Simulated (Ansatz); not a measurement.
Harmonic frequencies (cm⁻¹) at PBE0-D4/def2-TZVP from Ansatz: 225, 248, 400, 444, 465, 793, 980, 1017, 2714.

Each molecule was computed in one conformer, which needn't be the lowest.

Which molecule is it?
A. `NBO`
B. `B[Si](Cl)(Cl)Cl`
C. `BO`
D. `SB(Cl)Cl`

D.
